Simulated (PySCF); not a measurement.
## [La(HCN)]3+ at several levels of theory

Computed with PySCF 2.14.0 (density fitting, no spin-orbit coupling) at the geometry relaxed with PBE0:

```xyz
4
[La(HCN)]3+ (singlet)
La    0.0000    0.0000   -0.3478
N     0.0000    0.0000    2.0204
C     0.0000    0.0000    3.1846
H     0.0000    0.0000    4.2969
```

| level | basis | state | HOMO (eV) | gap (eV) | charge on La1 (e) | population of f-type functions on La1 (polarisation alone where 4f lies in the core) | dipole about the centre of mass (D) | largest force component (eV/Å) |
| --- | --- | --- | --- | --- | --- | --- | --- | --- |
| PBE0 | La lcecp-1-SVP with ECP46, N def2-SVP, C def2-SVP, H def2-SVP | singlet | -26.25 | 7.10 | 2.58 | 0.02 | 3.43 | 0.00 |
| B3LYP | the same | singlet | -25.96 | 6.48 | 2.56 | 0.02 | 3.48 | 0.28 |
| HF | the same | singlet | -29.09 | 13.70 | 2.70 | 0.02 | 3.03 | 3.25 |

In the lcecp rows the 4f levels are missing from HOMO and gap, and the state counts the valence alone.

Charges are Mulliken's, which hang on the basis. The relaxation used the grid (50, 194), these runs (75, 302) or, all-electron (x2c bases, spin-free X2C Hamiltonian), (99, 590).

Task: What does PBE0 with La lcecp-1-TZVP with ECP46, N def2-TZVP, C def2-TZVP, H def2-TZVP give here?

Result: state singlet, HOMO (eV) -26.18, gap (eV) 7.06, charge on La1 (e) 2.63, population of f-type functions on La1 (polarisation alone where 4f lies in the core) 0.03, dipole about the centre of mass (D) 3.50, largest force component (eV/Å) 0.88. Time: 30 s on 2 threads of Intel(R) Xeon(R) Processor @ 2.50GHz (Skylake/Cascade Lake), on a shared host, from free ions and atoms.

In the first row's basis the gap widens with exact exchange: 6.5 to 7.1 eV for B3LYP, PBE0 (a fixed share); 13.7 eV for Hartree–Fock (rising or full at long range).
